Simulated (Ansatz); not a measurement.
`N[BH][GeH3]` and `CBN` differ in one element.

Ansatz, PBE0-D4/def2-TZVP geometries, multiplicity 1. Each molecule was computed in one conformer, which needn't be the lowest.

Scalar relativity is left out up to krypton.

```json
{"property": "size of the dipole moment (PBE/def2-TZVPP) / D", "`N[BH][GeH3]`": "2.66"}
{"property": "HOMO energy (ωB97M-V/def2-TZVPP) / eV", "`N[BH][GeH3]`": "-9.96"}
{"property": "HOMO energy (PBE/def2-TZVPP) / eV", "`N[BH][GeH3]`": "-6.61"}
{"property": "HOMO energy (PBE0/def2-TZVPP) / eV", "`N[BH][GeH3]`": "-7.81"}
{"property": "size of the dipole moment (B3LYP/def2-TZVPP) / D", "`N[BH][GeH3]`": "2.61"}
{"property": "size of the dipole moment (ωB97M-V/def2-TZVPP) / D", "`N[BH][GeH3]`": "2.62"}
```

Task: What does the change do to each property? (Estimate.)

Result: Ansatz gave: 
```csv
property,`CBN`,shift
size of the dipole moment (PBE/def2-TZVPP) / D,1.62,-1.04
HOMO energy (ωB97M-V/def2-TZVPP) / eV,-10.73,-0.77
HOMO energy (PBE/def2-TZVPP) / eV,-6.95,-0.34
HOMO energy (PBE0/def2-TZVPP) / eV,-8.32,-0.51
size of the dipole moment (B3LYP/def2-TZVPP) / D,1.56,-1.05
size of the dipole moment (ωB97M-V/def2-TZVPP) / D,1.57,-1.05
```

With PBE0 the HOMO falls by 0.51 eV and the LUMO rises by 1.26 eV, so the gap widens by about 1.77 eV. PBE moves the HOMO by -0.34 eV and ωB97M-V by -0.77 eV. Dipoles are sizes alone; their direction can turn.

B3LYP here is the variant with VWN-RPA as its local correlation; programs differ in this.
